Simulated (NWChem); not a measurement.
A series in which one site is exchanged, each optimised at PBE0/def2-SVP with NWChem, gas phase unless a solvent is named. Some are not confirmed as minima by frequencies. def2 effective core potentials on I; no spin-orbit coupling.

A: [I][Be][Br] (BeIBr; site = Br)
B: [Be]([I])[F] (BeIF; site = F)
C: [I][Be][I] (BeI$_{2}$; site = I)
D: [BeH][I] (BeHI; site = H)

Values for A:

- dipole (D), PBE0/def2-SVP: 0.18
- vertical ionisation energy, ΔSCF, B3LYP/def2-SVP (eV): 10.22
- static polarisability, B3LYP/def2-SVPD (bohr³): 72.7
- lowest singlet excitation, B3LYP/def2-SVPD, TDA (eV): 5.69

Question: How do these values change for the other members?

Answer: 
| change from A | B | C | D |
|---|---|---|---|
| dipole (D), PBE0/def2-SVP | +0.46 | -0.18 | -0.06 |
| vertical ionisation energy, ΔSCF, B3LYP/def2-SVP (eV) | +0.50 | -0.43 | +0.41 |
| static polarisability, B3LYP/def2-SVPD (bohr³) | -24.2 | +15.3 | -20.3 |
| lowest singlet excitation, B3LYP/def2-SVPD, TDA (eV) | +0.32 | -0.36 | -0.16 |
